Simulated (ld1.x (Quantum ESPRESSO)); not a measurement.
**Bi (Z = 83), RRKJ: configuration errors across variants**

```
Element                 : bismuth (Bi)
Generator               : ld1.x (Quantum ESPRESSO) 7.5
Type                    : norm-conserving RRKJ (Kleinman–Bylander form)
Functional              : PBEsol
Relativity              : scalar-relativistic
Frozen core             : [Kr] 4d10 4f14 5s2
Valence charge          : 21
Reference configuration : 5p6 5d10 6s2 6p3
Partial waves           : 6s (bound): rc 1.75 bohr; 5p (bound): rc 1.65 bohr; 5d (bound): rc 1.10 bohr
Local potential         : the d channel
Core correction         : none
rho0                    : 0.005
```

Occupied shells without a wave of their own: 6p. They enter only through the test configuration that unscreens the potential.

All-electron excitation energies from the reference (eV): (1) 5p6 5d10 6s2 6p2 7.949; (2) 5p6 5d10 6s2 6p1 23.239; (3) 5p6 5d10 6s2 6p0 46.596; (4) 5p6 5d10 6s2 6p2.5 3.113; (5) 5p6 5d10 6s1 6p3 18.805; (6) 5p6 5d10 6s1 6p0 92.074; (7) 5p6 5d10 6s2 6p3.3 -1.100.

For the base: The 6p level has no wave, so the channel is fitted at the deeper level alone: the likely source of the large errors.

2 further variants failed, have other tests or too few solved ones, and are left out.

A true bound ghost makes a file unfit for plane-wave use even where its test errors are small: the radial tests pick states by their node count and pass the ghost by.

The file “all radii scaled by about 1.36 (s 2.38, p 2.26, d 1.50 bohr)” misses its own reference levels by 1.4 eV.

Errors AE − PS in meV (a dash: test not solved or not reliable):

| change | (1) | (2) | (3) | (4) | (5) | (6) | (7) | bound ghosts |
| --- | --- | --- | --- | --- | --- | --- | --- | --- |
| base | -80 | -213 | -415 | -34 | -17 | -541 | +16 | s |
| all radii scaled by about 1.10 (s 1.92, p 1.82, d 1.22 bohr) | +66 | +156 | +262 | +30 | -4.2 | +323 | -14 | s |
| all radii scaled by about 1.36 (s 2.38, p 2.26, d 1.50 bohr) | +1836 | +4649 | +8531 | +798 | +184 | +11055 | -361 | s |

(1) Give the same row for: all radii scaled by about 1.24 (s 2.16, p 2.04, d 1.36 bohr).

Answers

(1) +743, +1869, +3416, +325, +60, +4375, -149; bound ghosts: s.
